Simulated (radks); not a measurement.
Species: the bismuth ion Bi21+. Configuration: [Kr] 4d10 4f14 5s2.

All-electron calculation, Dirac Kohn-Sham, PBE, spin-unpolarised, spherical densities, point nucleus. Program: a radial shooting solver on a logarithmic mesh with Libxc functionals.

Energy parts (eV):
part                       energy
total                  -582656.47
kinetic                 682245.75
electron-nucleus      -1445952.81
Hartree                 191389.54
exchange-correlation    -10338.95

Orbitals (lengths in bohr, moments of r in powers of bohr; <r^-3> diverges for s and p1/2; r(max) is where P^2 peaks):
orbital	occ.	eigenvalue (eV)	r(max)	<r^2>	<r^-3>	<1/r>
1s1/2	2	-91043.27	0.009650	0.0003459	-	103.4
2s1/2	2	-16761.53	0.05639	0.005182	-	25.62
2p1/2	2	-16123.71	0.04118	0.003641	-	25.55
2p3/2	4	-13802.00	0.04901	0.004820	24430	20.25
3s1/2	2	-4421.269	0.1586	0.03352	-	9.396
3p1/2	2	-4133.661	0.1477	0.03042	-	9.301
3p3/2	4	-3612.804	0.1634	0.03671	5810	7.913
3d3/2	4	-3143.217	0.1267	0.02792	1022	7.815
3d5/2	6	-3032.625	0.1310	0.02962	830.0	7.508
4s1/2	2	-1387.953	0.3554	0.1588	-	4.012
4p1/2	2	-1262.547	0.3526	0.1604	-	3.904
4p3/2	4	-1132.555	0.3841	0.1897	1461	3.429
4d3/2	4	-928.5890	0.3742	0.1937	236.1	3.245
4d5/2	6	-903.9929	0.3835	0.2033	187.6	3.140
4f5/2	6	-638.2057	0.3352	0.2064	43.29	2.850
4f7/2	8	-632.3076	0.3393	0.2112	41.08	2.812
5s1/2	2	-600.8460	0.7346	0.6370	-	1.870

The highest occupied level is 5s1/2 at -600.85 eV. The density falls to 0.001 e/bohr^3 at r = 1.58 bohr.
